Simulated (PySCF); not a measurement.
C3H6Ge.
SMILES with atom numbers: `[CH:1]#[C:2][CH2:3][GeH3:4]` (hydrogens: H5 on C1; H6, H7 on C3; H8, H9, H10 on Ge4)

Theory: PBE0-D3(BJ)/def2-SVP geometry optimisation, gas phase (PySCF 2.14.0).

List the bond lengths and angles at this level.

| bond | length (Å) |
| --- | --- |
| C1≡C2 | 1.212 |
| C2–C3 | 1.448 |
| C3–Ge4 | 1.977 |
| C1–H5 | 1.074 |
| C3–H6, C3–H7 | 1.102 |
| Ge4–H8, Ge4–H9, Ge4–H10 | 1.538 |

Bonds in one row agree within 0.01 Å and their mean is given. A selection of angles:
| angle | degrees |
| --- | --- |
| C2–C1–H5 | 179.4 |
| C1–C2–C3 | 178.0 |
| C2–C3–Ge4 | 111.4 |
| C2–C3–H6 | 110.9 |
| Ge4–C3–H6 | 108.2 |
| H6–C3–H7 | 107.2 |
| C3–Ge4–H8 | 108.8 |
| H8–Ge4–H9 | 109.8 |

Ge4 (germanium bonded to C and 3 H) is tetrahedral (angles from 108.8° to 110.0°). The 4 heavy atoms lie in one plane (0.000 Å rms). The 2 C–C bonds span 1.212 Å (C1≡C2, drawn triple) to 1.448 Å (C2–C3, drawn single), a spread of 0.236 Å.

Point group: Cs (tolerance 0.08 Å). PBE0-D3(BJ)/def2-SVP frequencies: not computed here.
